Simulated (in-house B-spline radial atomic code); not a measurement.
Configurations of S6+, with energies counted from [He] 2s2 2p6. Computed with an all-electron radial atomic-structure program (B-spline basis): Dirac-Hartree-Fock, average of configuration, Fermi nucleus of rms radius 3.2611 fm. Energies include first-order Breit, QED and recoil terms.

Occupations are held fixed; configurations that lie above the ionisation limit could autoionise.

| configuration | E - E(ref) (eV) | highest orbital | its <r> (bohr) |
| --- | --- | --- | --- |
| [He] 2s2 2p5 5s1 | 246.58 | 5s1/2 | 4.313 |
| [He] 2s1 2p6 3p1 | 248.3 | 3p3/2 | 1.378 |
| [He] 2s2 2p5 5f1 | 253.07 | 5f7/2 | 4.487 |
| [He] 2s2 2p5 6d1 | 260.72 | 6d5/2 | 7.054 |
| [He] 2s2 2p5 6f1 | 261.24 | 6f7/2 | 6.841 |
| [He] 2s2 2p5 6g1 | 261.27 | 6g9/2 | 6.285 |
| [He] 2s1 2p6 3d1 | 266.38 | 3d5/2 | 1.381 |
| [He] 2s1 2p6 5f1 | 317.44 | 5f7/2 | 4.487 |
| [He] 2s1 2p6 5g1 | 317.49 | 5g9/2 | 3.928 |
| [He] 2s1 2p6 6f1 | 325.61 | 6f7/2 | 6.84 |
| [He] 2s1 2p6 6g1 | 325.64 | 6g9/2 | 6.285 |

(1) Order these further configurations by energy, lowest first.
A. [He] 2s2 2p5 4f1
B. [He] 2s1 2p6 5d1
C. [He] 2s1 2p6 5p1
D. [He] 2s2 2p5 6s1
E. [He] 2s1 2p6 6d1

(2) How far above the reference does [He] 2s2 2p5 4s1 lie?

(3) How far above the reference does [He] 2s2 2p5 3s1 lie?

(4) How far above the reference does [He] 2s2 2p5 3d1 lie?

(5) One of these lies 236.4 eV from the reference. Which?
A. [He] 2s2 2p5 5d1
B. [He] 2s1 2p6 4p1
C. [He] 2s1 2p6 6p1
D. [He] 2s2 2p5 4d1

Results:

(1) A (238.06 eV), D (257.61 eV), C (313.46 eV), B (316.55 eV), E (325.09 eV).

(2) 224.61 eV; its least bound orbital is 4s1/2 with <r> = 2.604 bohr.

(3) 169.86 eV; its least bound orbital is 3s1/2 with <r> = 1.322 bohr.

(4) 202.04 eV; its least bound orbital is 3d5/2 with <r> = 1.382 bohr.

(5) D.
